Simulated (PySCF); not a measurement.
Y (SMILES [Y]), doublet (core potentials on Y); PySCF with M062X/def2-SV(P).

Here is a job for PySCF.
```python
from pyscf import gto, scf, dft

mol = gto.Mole()
mol.atom = '''
    Y     0.000000    0.000000    0.000000
'''
mol.basis = 'def2-sv(p)'
mol.ecp = {'Y': 'def2-sv(p)'}
mol.charge = 0
mol.spin = 1
mol.verbose = 4
mol.build()

mf = dft.UKS(mol)
mf.xc = 'm062x'
mf.kernel()
```

Q: What does PySCF print? Leave out banner, timings and long lists.

A: 
```
PySCF version 2.14.0

[INPUT] verbose = 4
[INPUT] num. atoms = 1
[INPUT] num. electrons = 11
[INPUT] charge = 0
[INPUT] spin (= nelec alpha-beta = 2S) = 1
[INPUT] symmetry False subgroup None
[INPUT] Mole.unit = angstrom
[INPUT] Symbol           X                Y                Z      unit          X                Y                Z       unit  Magmom
[INPUT]  1 Y      0.000000000000   0.000000000000   0.000000000000 AA    0.000000000000   0.000000000000   0.000000000000 Bohr   0.0

nuclear repulsion = 0
number of shells = 10
number of NR pGTOs = 50
number of NR cGTOs = 24
basis = def2-sv(p)
ecp = {'Y': 'def2-sv(p)'}

******** <class 'pyscf.dft.uks.UKS'> ********
method = UKS
initial guess = minao
damping factor = 0
level_shift factor = 0
DIIS = <class 'pyscf.scf.diis.CDIIS'>
diis_start_cycle = 1
diis_space = 8
diis_damp = 0
SCF conv_tol = 1e-09
SCF conv_tol_grad = None
SCF max_cycles = 50
direct_scf = True
direct_scf_tol = 1e-13
number electrons alpha = 6  beta = 5
XC library pyscf.dft.libxc version 7.1.2
    S. Lehtola, C. Steigemann, M. J. T. Oliveira, and M. A. L. Marques,  SoftwareX 7, 1–5 (2018)
XC functionals = m062x
    Y. Zhao and D. G. Truhlar,  Theor. Chem. Acc. 120, 215 (2008)
    Y. Zhao and D. G. Truhlar,  Theor. Chem. Acc. 120, 215 (2008)
radial grids:
    Treutler-Ahlrichs [JCP 102, 346 (1995); DOI:10.1063/1.469408] (M4) radial grids

becke partition: Becke, JCP 88, 2547 (1988); DOI:10.1063/1.454033
pruning grids: <function nwchem_prune>
grids dens level: 3
symmetrized grids: False
atomic radii adjust function: <function treutler_atomic_radii_adjust>
small_rho_cutoff = 0
Set gradient conv threshold to 3.16228e-05
tot grids = 21880
init E= -32.777706475676

cycle= 1 E= -38.0396247540397  delta_E= -5.26  |g|= 0.359  |ddm|= 2.83
cycle= 2 E= -38.1293649038964  delta_E= -0.0897  |g|= 0.123  |ddm|= 2.24
cycle= 3 E= -38.1382258185978  delta_E= -0.00886  |g|= 0.00586  |ddm|= 0.362
cycle= 4 E= -38.1384907586901  delta_E= -0.000265  |g|= 0.00388  |ddm|= 0.0436
cycle= 5 E= -38.138727871681  delta_E= -0.000237  |g|= 0.00245  |ddm|= 0.0539
cycle= 6 E= -38.1388673055986  delta_E= -0.000139  |g|= 0.0012  |ddm|= 0.0588
cycle= 7 E= -38.1388988447156  delta_E= -3.15e-05  |g|= 0.000718  |ddm|= 0.028
cycle= 8 E= -38.1389088051936  delta_E= -9.96e-06  |g|= 0.000609  |ddm|= 0.0104
cycle= 9 E= -38.1389261051897  delta_E= -1.73e-05  |g|= 0.000438  |ddm|= 0.0224
cycle= 10 E= -38.1389361263441  delta_E= -1e-05  |g|= 0.000143  |ddm|= 0.0259
cycle= 11 E= -38.1389367409426  delta_E= -6.15e-07  |g|= 6.37e-05  |ddm|= 0.00609
cycle= 12 E= -38.1389368160283  delta_E= -7.51e-08  |g|= 9.97e-06  |ddm|= 0.00235
cycle= 13 E= -38.1389368165454  delta_E= -5.17e-10  |g|= 5.17e-06  |ddm|= 0.000187
Extra cycle  E= -38.1389368167225  delta_E= -1.77e-10  |g|= 3.83e-06  |ddm|= 3.22e-05
converged SCF energy = -38.1389368167225  <S^2> = 0.8148118  2S+1 = 2.0637944
```
